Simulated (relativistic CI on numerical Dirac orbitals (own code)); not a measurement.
# What each ingredient does to the levels of Cl⁹⁺

Base calculation: Dirac-Coulomb-Breit CI, separate exchange-only KLI orbitals for each configuration, model QED (radiative potential, 1s self-energy scaled to tabulated hydrogen-like ionisation energies), unscaled Slater integrals.

Configuration list (outside the closed core 1s2): 2s2 2p4, 2s 2p5, 2p6, 2s2 2p3 3s, 2p5 3s, 2s2 2p3 3p, 2p5 3p, 2s2 2p3 3d, 2p5 3d, 2s 2p4 3s, 2s 2p4 3p, 2s 2p4 3d, 2s2 2p3 4s, 2s2 2p3 4p, 2s2 2p3 4d, 2s2 2p3 4f. Levels of other configurations are missing.

The lowest level and the first level of each name with at least 55 % of one term (blank where a level has no safe partner in the second run):

```tsv
Level	Base (cm⁻¹)	Shift (cm⁻¹)
2s2 2p4 3P_2	0	0
2s2 2p4 3P_1	10782	-30
2s2 2p4 3P_0	14056	-34
2s2 2p4 1D_2	67404	-21
2s2 2p4 1S_0	134903	+8
2s 2p5 3P°_2	493228	+675
2s 2p5 3P°_1	502598	+650
2s 2p5 3P°_0	507836	+636
2s 2p5 1P°_1	689019	+670
2p6 1S_0	1167492	+1305
2s2 2p3 3s 5S°_2	2096424	-227
2s2 2p3 3s 3S°_1	2129441	-225
2s2 2p3 3s 3D°_1	2197239	-220
2s2 2p3 3s 3D°_2	2197524	-222
```

At this charge energies of transitions that change n are usually good to better than 1 %, and those within a shell (Δn = 0) to a few per cent.

Q: One thing was changed in a second run, which moved the levels as shown. Which?
A. only the first 3 configurations
B. QED terms removed
C. Breit term removed
D. configuration mixing switched off

A: B. QED terms removed. QED shifts follow the density of s (and p1/2) electrons at the nucleus, so configurations move by their count of such electrons; where none moves, the smaller shifts of p3/2 electrons and of j = l + 1/2 against j = l − 1/2 set the pattern.

LS names give the leading component of a level, which can be under half, so a name can repeat, a term be missing and a line seem to break the LS rules.
